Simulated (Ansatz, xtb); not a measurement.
## C6H10BN: 3 structures ranked

3 gas-phase structures of C6H10BN, from a drawn sample of its isomers (lower ones may exist). Each was relaxed with GFN2-xTB; where two conformers were screened, the lower at r2SCAN-D4/def2-SVP//GFN2-xTB is listed:

A. `[BH3-][NH2+]c1ccccc1`, a singlet
B. `C#C[C@@H]1CCCB1N`, a singlet
C. `[BH3-][n+]1ccc(C)cc1`, a singlet

**Question.** Estimate their order in r2SCAN-D4/def2-SVP//GFN2-xTB energy at these geometries, lowest first.

**Answer.** Calculated order at r2SCAN-D4/def2-SVP//GFN2-xTB: C (0.0), A (17.8), B (32.4) kJ/mol.

Energies above the lowest of each column, in kJ/mol; the last columns are at r2SCAN-D4/def2-SVP geometries:

| structure | GFN2-xTB | HF/STO-3G | r2SCAN-D4/def2-SVP//GFN2-xTB | r2SCAN-D4/def2-SVP | CCSD(T)/def2-SVP + ΔMP2/def2-TZVPP |
| --- | --- | --- | --- | --- | --- |
| C | 0.0 | 53.7 | 0.0 | 0.0 | 0.0 |
| A | 56.1 | 90.2 | 17.8 | 17.2 | 9.8 |
| B | 141.5 | 0.0 | 32.4 | 32.0 | 2.0 |

CCSD(T)/def2-SVP + ΔMP2/def2-TZVPP has B and C within 1 kcal/mol of each other at the bottom, and every level picks one of them. CCSD(T)/def2-SVP + ΔMP2/def2-TZVPP orders those it was run on as C (0.0), B (2.0), A (9.8) kJ/mol. Less than 1 kcal/mol parts C and B, so the order within that pair means little. Flexible structures stand in one conformer each, not always the lowest. ΔMP2 is the change of the MP2 energy from the smaller to the larger basis.

Programs: Ansatz 0.2.0, xtb 6.7.1.
